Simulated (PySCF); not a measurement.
Ru: electron affinity

Ru⁻ [Kr] 4d7 5s2 (4F) → Ru [Kr] 4d7 5s1 (5F), as a difference of total energies. Computed with PySCF 2.14 in aug-cc-pwCVDZ-PP with ECP28MDF (6s6p5d3f, 70 functions), with a scalar-relativistic core potential. Correlated levels: valence and next inner shell: nothing frozen outside the core potential. The calculations carry no spin-orbit coupling.

```json
{"method": "UHF", "electron affinity (eV)": "-0.156"}
{"method": "MP2 (valence and next inner shell)", "electron affinity (eV)": "0.621"}
{"method": "SCS-MP2 (valence and next inner shell)", "electron affinity (eV)": "0.686"}
{"method": "CCSD (valence and next inner shell)", "electron affinity (eV)": "0.813"}
{"method": "CCSD(T) (valence and next inner shell)", "electron affinity (eV)": "0.962"}
```

The reference lies between the lowest fine-structure levels, while these numbers refer to the centres of the terms.

Errors of the correlated levels include the incompleteness of this basis.

A negative affinity means that the anion lies above the atom at that level of theory.

The coupled-cluster amplitudes are large for Ru⁻ (T1 above 0.03 or a double amplitude above 0.15), so a single reference is strained.

For comparison: 1.046 eV (measured; photodetachment measurements, as compiled on the Wikipedia data page of electron affinities).
